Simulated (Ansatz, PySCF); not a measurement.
Reaction (SMILES): O=BF [fluoro(oxo)borane] → O=BF as doublet, charge +1 + e-
Geometries: B3LYP-D3(BJ)/def2-TZVP minima from Ansatz (an electronic-structure program). A spin state is the lowest found, not a proven ground state.
Geometry of the first species:
```
B
O 1 1.2071
F 1 1.2860 2 180.00
```

Wanted: adiabatic ionisation energy (0 K, with B3LYP-D3(BJ) harmonic zero-point energies from PySCF), in eV. Valence correlation only, unless marked. UHF or UKS for open shells. Spin-orbit coupling is left out. No relativistic terms. CBS marks a two-point X^-3 extrapolation of the correlation energy; Hartree-Fock from the larger set.

CCSD(T)/CBS(cc-pVTZ,cc-pVQZ) (Ansatz) gives 13.15 eV.

**Question.** Another calculation gave 12.90 eV. Which level was it?
A. SVWN5/def2-TZVPD (Ansatz)
B. r2SCAN0/def2-TZVPD (Ansatz)
C. HSE06/def2-TZVPD (Ansatz)
D. PBE/def2-TZVPD (Ansatz)

**Answer.** C, HSE06/def2-TZVPD (Ansatz). The others give 13.02 (PBE), 12.78 (r2SCAN0), 13.49 (SVWN5) eV.
